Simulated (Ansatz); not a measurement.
A structure relaxed at r2SCAN-D4/def2-TZVP in Ansatz, charge 0, singlet:

| atom | x (Å) | y (Å) | z (Å) |
| --- | --- | --- | --- |
| Ni1 | -0.164 | -0.349 | -1.018 |
| O2 | -0.097 | -0.449 | 0.752 |
| O3 | 0.262 | 0.798 | 0.266 |

**Question.** Give its formula and point group.

**Answer.** NiO2. Point group C2v (tolerance 0.1 Å).

**Question.** Summarise the bond lengths by kind (pairs closer than 1.2 times the sum of covalent radii, bridged metal pairs left out).

**Answer.** 2 × Ni–O 1.77 Å; 1 × O–O 1.39 Å. The metal has 2 neighbours: O 1.77 Å, O 1.77 Å.

The structure holds 1 bond(s) between oxygen atoms. The restricted singlet is unstable towards broken spin symmetry at other levels; at r2SCAN-D4/def2-TZVP this wasn't settled. No other spin state of charge 0 was run. Another isomer (triplet) lies 0.48 eV lower at PBE0-D4/def2-TZVP; other spin states weren't run for this one.
